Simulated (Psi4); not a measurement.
dimethyl selenide (C2H6Se), singlet, at a GFN2-xTB geometry. Base run: HF/STO-3G run with Psi4 1.11.

The Psi4 input:
```
memory 2 GB

molecule {
0 1
  C     1.42745564   -0.35252996    0.80410118
  Se    0.01857231    0.17766848   -0.43947715
  C    -1.49174355   -0.26246801    0.71714532
  H     1.32047632   -1.40944573    1.03668694
  H     2.38153568   -0.17314924    0.31701118
  H     1.35160354    0.24752203    1.70786870
  H    -1.46408325   -1.32353763    0.95374167
  H    -2.40230747   -0.02556005    0.17451211
  H    -1.43295603    0.33343014    1.62492343
}

set basis sto-3g

energy('scf')
print_variables()
```

Each row names what was changed in the base input (with any setting that the change needs).

```csv
change,basis functions,E (Eh),dipole (D)
base,34,-2451.86286,1.54
basis = 3-21G,?,?,?
basis = 6-31G,59,-2478.03668,1.87
basis = def2-SV(P),72,-2478.69162,1.59
basis = pcseg-1,85,-2478.72867,1.77
basis = def2-SVP,90,-2478.70923,1.64
basis = 6-31G**,?,?,?
basis = def2-SVPD,129,-2478.71499,1.78
basis = aug-cc-pVDZ,136,?,?
basis = aug-pcseg-1,136,-2478.73761,1.83
basis = pcseg-2,?,?,1.76
basis = def2-TZVPP,194,-2479.09854,1.73
basis = aug-cc-pVTZ,289,-2479.14184,1.76
```

### Question
Some entries are withheld; supply them.

### Answer

- basis = 3-21G, basis functions: 53
- basis = 3-21G, E (Eh): -2467.28110
- basis = 3-21G, dipole (D): 1.49
- basis = 6-31G**, basis functions: 95
- basis = 6-31G**, E (Eh): -2478.14346
- basis = 6-31G**, dipole (D): 1.84
- basis = aug-cc-pVDZ, E (Eh): -2478.41536
- basis = aug-cc-pVDZ, dipole (D): 1.81
- basis = pcseg-2, basis functions: 187
- basis = pcseg-2, E (Eh): -2479.11110

Totals compare only among sets that treat the same electrons; sets with core potentials leave the core out.
